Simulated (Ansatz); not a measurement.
The same redistribution along the group V, Nb, Ta.

Computed with Ansatz on PBE0-D4/def2-TZVP structures; ΔE is electronic, products minus reactants. CCSD(T)/CBS is the MP2 limit (def2-TZVPP, def2-QZVPP) plus CCSD(T) − MP2 in def2-TZVPP, frozen cores. Elements past krypton have def2 core potentials. For Nb, Ta, V, Y outer-core shells are correlated without core-valence functions, which leaves a few kJ/mol of doubt a bond. Scalar relativity is left out up to krypton. One conformer a species, not always the lowest.

| reaction | CCSD(T)/CBS(def2) (eV) |
| --- | --- |
| `[NH]=[V]([OH])([OH])[OH]` + `[NH2][Y]([NH2])[OH]` → `[NH]=[V]([NH2])([OH])[OH]` + `[NH2][Y]([OH])[OH]` | ? |
| `[NH]=[Nb]([OH])([OH])[OH]` + `[NH2][Y]([NH2])[OH]` → `[NH]=[Nb]([NH2])([OH])[OH]` + `[NH2][Y]([OH])[OH]` | -0.65 |
| `[NH]=[Ta]([OH])([OH])[OH]` + `[NH2][Y]([NH2])[OH]` → `[NH]=[Ta]([NH2])([OH])[OH]` + `[NH2][Y]([OH])[OH]` | -0.65 |

(1) Fill in the missing values. (An estimate is asked.)

Largest T1 diagnostic: 0.030, for `[NH]=[V]([NH2])([OH])[OH]`, so its coupled-cluster energy is less sure.

Answers

(1) Ansatz gave: `[NH]=[V]([OH])([OH])[OH]` + `[NH2][Y]([NH2])[OH]` → `[NH]=[V]([NH2])([OH])[OH]` + `[NH2][Y]([OH])[OH]`: -0.55 eV.
